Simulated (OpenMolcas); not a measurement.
**Cu6+, Ag6+, Au6+: d⁵ down the group**

```yaml
Program: OpenMolcas 26.06
Method: SS-CASPT2, IPEA 0.25 Eh, imaginary shift 0.1 Eh
Basis: ANO-RCC-VQZP
Scalar_Hamiltonian: DKH2, point nucleus
Spin-orbit_coupling: RASSI with atomic mean-field integrals over the reference wave functions, term energies averaged over their components
```

Active space for each ion: 5 electrons in 5 orbitals (d); closed shells correlated by CASPT2: Cu6+ 3s 3p; Ag6+ 4s 4p; Au6+ 5s 5p.

Computed levels in cm-1 above ⁶S_5/2:

```csv
Level,Cu6+,Ag6+,Au6+
⁴G_7/2,47820,32010,27580
⁴G_11/2,47860,32260,29610
⁴G_9/2,47890,32460,31240
⁴P_1/2,53030,36380,33370
⁴D_7/2,57160,38270,38090
⁴D_1/2,57510,40290,44560
²I_11/2,69780,46620,44620
²I_13/2,70070,48010,49540
²F_7/2(1),77110,55570,64480
weight of ⁶S in the lowest level (%),100,98,77
```

Mixed levels, with the weight of the term that names them: Ag6+ ⁴P_1/2 (68 %), Ag6+ ⁴D_1/2 (69 %), Ag6+ ²F_7/2(1) (55 %), Au6+ ⁴G_7/2 (56 %), Au6+ ⁴G_11/2 (71 %), Au6+ ⁴P_1/2 (59 %), Au6+ ⁴D_7/2 (54 %), Au6+ ⁴D_1/2 (67 %), Au6+ ²I_11/2 (68 %), Au6+ ²F_7/2(1) (57 %).

Measured, with the error of the calculation in %. Measured levels: Cu6+, Ag6+ from the list in Gamrath, thesis, University of Mons (2023).

| Level | Cu6+ | Ag6+ |
| --- | --- | --- |
| ⁴G_7/2 |  | 30378 (+5.4) |
| ⁴G_11/2 |  | 30662 (+5.2) |
| ⁴G_9/2 |  | 30907 (+5.0) |
| ⁴P_1/2 | 51407 (+3.2) | 34605 (+5.1) |
| ⁴D_7/2 | 55742 (+2.5) | 36485 (+4.9) |
| ⁴D_1/2 | 56210 (+2.3) | 38685 (+4.2) |
| ²I_11/2 | 67757 (+3.0) | 44011 (+5.9) |
| ²I_13/2 | 67918 (+3.2) | 45546 (+5.4) |
| ²F_7/2(1) | 74408 (+3.6) |  |

Without spin-orbit coupling ⁴G lies 47840, 32170, 28590 cm-1 above ⁶S in that order; the difference to the level ⁴G_7/2, of either sign, comes from spin-orbit coupling, which also lowers the zero.

Term energies are means over components that CASPT2 splits; among the terms shown or strongly mixed into the levels shown the widest spread is 170 cm-1 (5d⁵ ²I, Au6+). Measured partners are found by configuration, term and J. A level has none where our copy of the source lacks it or the pairing is in doubt (some pairs that miss far off the trend of their configuration count as doubtful), and it then counts in no deviation. Only configurations of the active space appear.

A number in round brackets counts repeated terms of one configuration in the order of the reference energies.
